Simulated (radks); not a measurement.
The numbers below are computed, except where a source is named.
Q: Isoelectronic series with 8 electrons, each ion in its NIST ground configuration. Level of theory: Dirac Kohn-Sham, LDA (Slater exchange, Perdew-Wang correlation), spin-unpolarised, spherical densities, finite nucleus; open shells fill j = l - 1/2 first; Fermi nuclear charge, rms radius of each element as measured or else 0.836 A^(1/3) + 0.57 fm (a radial shooting solver on a logarithmic mesh with Libxc functionals). Total energies (hartree) and orbital eigenvalues (Ry):

ion    configuration  E (hartree)      2p3/2      2p1/2      2s1/2
K11+    [He] 2s2 2p4   -532.63704  -44.32850  -44.57640  -49.02290
Ca12+   [He] 2s2 2p4   -595.65398  -51.31685  -51.63127  -56.39249
Sc13+   [He] 2s2 2p4   -662.26951  -58.80678  -59.20032  -64.27758
Ti14+   [He] 2s2 2p4   -732.49458  -66.79839  -67.28520  -72.67991
V15+    [He] 2s2 2p4   -806.34077  -75.29184  -75.88767  -81.60134
Mn17+   [He] 2s2 2p4   -964.94580  -93.78512  -94.65322  -101.0096
Fe18+   [He] 2s2 2p4  -1049.73112  -103.7854  -104.8205  -111.5008
Co19+   [He] 2s2 2p4  -1138.19033  -114.2886  -115.5139  -122.5199
Ni20+   [He] 2s2 2p4  -1230.33854  -125.2949  -126.7357  -134.0694
Cu21+   [He] 2s2 2p4  -1326.19083  -136.8047  -138.4886  -146.1520
Zn22+   [He] 2s2 2p4  -1425.76407  -148.8183  -150.7753  -158.7705
Ga23+   [He] 2s2 2p4  -1529.07501  -161.3362  -163.5986  -171.9277
Ge24+   [He] 2s2 2p4  -1636.14149  -174.3588  -176.9615  -185.6269
As25+   [He] 2s2 2p4  -1746.98248  -187.8864  -190.8671  -199.8712
Se26+   [He] 2s2 2p4  -1861.61689  -201.9197  -205.3187  -214.6640
Br27+   [He] 2s2 2p4  -1980.06516  -216.4589  -220.3197  -230.0088
Kr28+   [He] 2s2 2p4  -2102.34811  -231.5047  -235.8736  -245.9092
Rb29+   [He] 2s2 2p4  -2228.48767  -247.0576  -251.9842  -262.3691
Sr30+   [He] 2s2 2p4  -2358.50635  -263.1181  -268.6553  -279.3925
Zr32+   [He] 2s2 2p4  -2630.27622  -296.7641  -303.6955  -315.1464
Nb33+   [He] 2s2 2p4  -2772.07658  -314.3509  -322.0731  -333.8857
Mo34+   [He] 2s2 2p4  -2917.85486  -332.4477  -341.0284  -353.2059

Estimate the row of Cr16+ ([He] 2s2 2p4).

A: E (hartree) -883.82022; 2p3/2 -84.28734; 2p1/2 -85.00967; 2s1/2 -91.04385.
